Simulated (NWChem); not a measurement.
System: GeCl$_{2}$, singlet; SMILES [Cl][Ge][Cl]

Here is an NWChem input.

```
start job
memory heap 200 mb stack 900 mb global 1100 mb
geometry units angstroms
  Ge     0.000000     0.000000     0.728494
  Cl    -1.706751     0.000000    -0.681368
  Cl     1.706751     0.000000    -0.681368
end
basis spherical
  * library 3-21g
end
dft
  xc xpbe96 cpbe96
  iterations 150
end
driver
  maxiter 120
end
task dft optimize
task dft freq
```

Low-valent species are run as closed-shell singlets; no triplet was tried in these runs.

The level has its own optimisation; frequencies are unscaled.

### Question
Give the results of this calculation. (PBE/3-21G.) Quantities: basis functions; r Cl–Ge (Å); highest harmonic frequency (cm⁻¹); lowest (cm⁻¹); zero-point energy (kcal/mol); dipole (D).

### Answer
```json
{
 "number_of_basis_functions": "48",
 "r Cl–Ge (Å)": "2.281",
 "highest harmonic frequency (cm⁻¹)": "378",
 "lowest (cm⁻¹)": "128",
 "zero-point energy (kcal/mol)": "1.3",
 "dipole (D)": "3.03"
}
```
